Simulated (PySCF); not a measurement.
## 15N chemical shifts

[PySCF: structure optimised with GFN2-xTB; shieldings: GIAO PBE0/pcSseg-1; non-relativistic Hamiltonian; no solvent; rapidly exchanging positions averaged; one computed conformer]

Shieldings were converted by a linear fit to measured shifts: 15N: δ = -148.07 − 0.921σ (rms 6.3 ppm, 71 shifts vs CH3NO2, solution or neat liquid). Occasional misses reach two or three times the rms, and more in compound classes unlike the fitted ones.

Problem. Give the 15N shifts of `N[Si@@H]1C[Si@@](N)([SiH3])[SiH2]1`.

Solution. 
```
                                                    compound                     environment  δ (ppm)
[NH2:1][Si@@H:2]1[CH2:3][Si@@:4]([NH2:5])([SiH3:6])[SiH2:7]1  N5: nitrogen bonded to Si, 2 H   -372.6
[NH2:1][Si@@H:2]1[CH2:3][Si@@:4]([NH2:5])([SiH3:6])[SiH2:7]1  N1: nitrogen bonded to Si, 2 H   -382.1
```

Problem. Match the shifts -84.1, -287.7, -366.7 ppm to `C=CC(N)=O`, `COc1ccncc1`, `CC(=O)O[Si@@H](CF)N(C)C`.

Solution. -84.1: COc1ccncc1 (pyridine-type ring nitrogen); -287.7: C=CC(N)=O (amide-type nitrogen); -366.7: CC(=O)O[Si@@H](CF)N(C)C (nitrogen bonded to 2 C, Si).
